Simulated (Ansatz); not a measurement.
Reactions of CH7BGeSe (`C[B]([GeH3])[SeH]`).

Isolated molecules relaxed with PBE0-D4/def2-TZVP in Ansatz; ΔE leaves out vibrations. CCSD(T)/CBS adds triple-zeta CCSD(T) − MP2 to the extrapolated MP2 energy (def2 sets, frozen cores). This one scheme is used for every species, atoms too. Double bonds are as drawn, so ΔE can hold a change between cis and trans. No spin–orbit coupling; open shells (•) take unrestricted orbitals. Spin–orbit coupling would lower the free atoms: a little for B, C; clearly for Ge, Se. Bonds to Ge, Se are less sure, by a few kJ/mol each and by 10 to 20 or more in all where they break to atoms, as the def2 sets lack core-valence functions. Scalar relativity is left out up to krypton. Each species was taken in one conformer, which may not be the lowest.

(1) Order these by ΔE at CCSD(T)/CBS, lowest first. (Estimate.)
A. `C[B]([GeH3])[SeH]` → B• + C• + Ge• + 7 H• + Se•
B. `C[B]([GeH3])[SeH]` + `F/C=C/Cl` → `CB(Cl)[SeH]` + `F/C=[CH]/[GeH3]`
C. `C[B]([GeH3])[SeH]` + HCl → `CB(Cl)[SeH]` + GeH₄
D. `C[B]([GeH3])[SeH]` + HCl → `C[B](Cl)[GeH3]` + H₂Se
E. `C[B]([GeH3])[SeH]` + `C=NBF` → `C=NB[SeH]` + `C[B](F)[GeH3]`
F. `C[B]([GeH3])[SeH]` + fluoromethane → `C[SeH]` + `C[B](F)[GeH3]`
G. `C[B]([GeH3])[SeH]` + H₂Se → `CB([SeH])[SeH]` + GeH₄
H. `C[B]([GeH3])[SeH]` + H–F → `CB(F)[SeH]` + GeH₄

Largest T1 diagnostic: 0.014, for `C=NBF`.

Results:

(1) B (-1.57 eV), H (-1.29 eV), F (-0.95 eV), C (-0.86 eV), G (-0.73 eV), D (-0.01 eV), E (+0.12 eV), A (+36.71 eV).
